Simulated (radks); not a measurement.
Excited configurations of Re VI: one electron is placed in a higher orbital outside [Xe] 4f14 5d1. The ground configuration is [Xe] 4f14 5d2. All-electron calculation, Dirac Kohn-Sham, BLYP, spin-unpolarised, spherical densities, finite nucleus; open shells are shared between the two j in proportion to 2j + 1; Fermi nuclear charge, rms radius 5.3698 fm. Program: a radial shooting solver on a logarithmic mesh with Libxc functionals. Excitation = E - E(ground); binding = E(ion) - E, where the ion is the core of charge +6; n* = 6/sqrt(2 binding) in atomic units, and the quantum defect is n - n*. Eigenvalue and <r> are those of j = l + 1/2.

outer orbital  excitation (eV)  binding (eV)  quantum defect  eigenvalue (eV)  <r> (bohr)
5f                      33.450        33.215           1.160          -28.993       2.670
6s                       9.343        57.322           3.077          -52.385       2.247
6p                      19.806        46.860           2.767          -41.764       2.629
6d                      33.308        33.357           2.168          -30.059       3.317
6f                      45.385        21.281           1.202          -19.273       4.851
7s                      35.208        31.458           3.054          -29.108       3.996
7p                      39.497        27.168           2.754          -24.702       4.531
7d                      45.508        21.157           2.189          -19.286       5.485
7f                      51.862        14.804           1.248          -13.540       7.423

The Delta-SCF ionisation energy is 66.665 eV (NIST Atomic Spectra Database: 67 eV, theoretical). Self-interaction in the functional shifts the binding energies and quantum defects, so they are the method's values and not measured ones. Spin polarisation and multiplet splitting are left out, so open shells lie too high by an amount that depends on their filling. Sharing an open shell by 2j + 1 raises it above the true ground level by a part of the spin-orbit splitting, which enters the differences from NIST.

Beside tabulated values, note that spin-unpolarised runs miss the spin-polarisation part of the exchange energy of open shells.
